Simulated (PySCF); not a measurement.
C2H10Si4, SMILES C1[Si@H]([SiH2]C=1)[SiH2][SiH3].

The structure is a stationary point at B3LYP-D3(BJ)/def2-SVP. The structure was generated by enumeration; whether it is a known compound was not checked. Other conformers were not sampled.

Calculation: HF/def2-TZVP (PySCF).

Gas-phase values at a fixed geometry.

Computed frontier levels, gap, dipole moment:
```yaml
highest_occupied_level: -9.61 eV
lowest_empty_level: 2.46 eV
orbital_gap: 12.07 eV
dipole_moment: 0.71 D
quadrupole, principal values (traceless, Buckingham form, about the centre of nuclear charge): -3.75, 0.81, 2.94 D·Å
```
